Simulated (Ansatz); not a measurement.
Compare A (`[CH2]C[SiH2]O`•) with its isomer B (`CC[SiH]O`•).

Computed with Ansatz on PBE0-D4/def2-TZVP structures; ΔE is electronic, products minus reactants. CBS: MP2 limit from def2 TZ/QZ plus the TZ coupled-cluster correction, frozen cores. DFT in def2-TZVPP. B3LYP here is the variant with VWN-RPA as its local correlation; programs differ in this. No spin–orbit coupling; open shells (•) take unrestricted orbitals. Each species was taken in one conformer, which may not be the lowest.

Task: Which is lower in electronic energy at CCSD(T)/CBS, and by how much? (Best estimate.)

Result: The calculation gave: B, by 32.1 kJ/mol.

Task: Give E(B) − E(A) in kJ/mol with B3LYP-D4, ωB97M-V, HF/def2-TZVPP, B3LYP, B2PLYP, PBE-D4, BLYP-D4. (Best estimate.)

Result: The calculation gave: B3LYP-D4 -32.1, ωB97M-V -28.8, HF/def2-TZVPP -12.5, B3LYP -32.1, B2PLYP -32.7, PBE-D4 -43.4, BLYP-D4 -35.2. None reverses the order clearly.

Task: Does the order hold for the free energy at 298.15 K (harmonic terms from PBE0-D4)? (An estimate is asked.)

Result: Ansatz gave: Yes: G(B) − G(A) = -19.4 kJ/mol, for one conformer each.

Largest T1 diagnostic: 0.013.

At CCSD(T), def2-SVP lies −6.4 kJ/mol from the extrapolated value and def2-TZVPP −0.1 kJ/mol. In def2-TZVPP, CCSD(T) changes the Hartree–Fock value by −19.6 kJ/mol (the triples alone add −2.7 kJ/mol) and MP2 by −28.7 kJ/mol.
